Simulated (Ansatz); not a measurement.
One change: `FCCC[SiH3]` becomes `NCCCF`.

Ansatz, PBE0-D4/def2-TZVP geometries, multiplicity 1. Each molecule was computed in one conformer, which needn't be the lowest.

| property | `FCCC[SiH3]` |
| --- | --- |
| size of the dipole moment (PBE/def2-TZVPP) / D | 1.44 |
| LUMO energy (ωB97M-V/def2-TZVPP) / eV | 2.16 |
| HOMO–LUMO gap (ωB97M-V/def2-TZVPP) / eV | 13.05 |
| HOMO energy (PBE0/def2-TZVPP) / eV | -8.63 |
| HOMO energy (PBE/def2-TZVPP) / eV | -7.29 |
| size of the dipole moment (B3LYP/def2-TZVPP) / D | 1.54 |

Problem. What does the change do to each property? (Best estimate.)

Solution. Computed: 
```tsv
property	`NCCCF`	shift
size of the dipole moment (PBE/def2-TZVPP) / D	2.51	1.07
LUMO energy (ωB97M-V/def2-TZVPP) / eV	2.36	0.20
HOMO–LUMO gap (ωB97M-V/def2-TZVPP) / eV	11.86	-1.19
HOMO energy (PBE0/def2-TZVPP) / eV	-7.06	1.57
HOMO energy (PBE/def2-TZVPP) / eV	-5.54	1.75
size of the dipole moment (B3LYP/def2-TZVPP) / D	2.64	1.10
```

With PBE0 the HOMO rises by 1.57 eV and the LUMO rises by 0.32 eV, so the gap narrows by about 1.25 eV. PBE moves the HOMO by 1.75 eV and ωB97M-V by 1.39 eV. Dipoles are sizes alone; their direction can turn.

B3LYP here is the variant with VWN-RPA as its local correlation; programs differ in this.
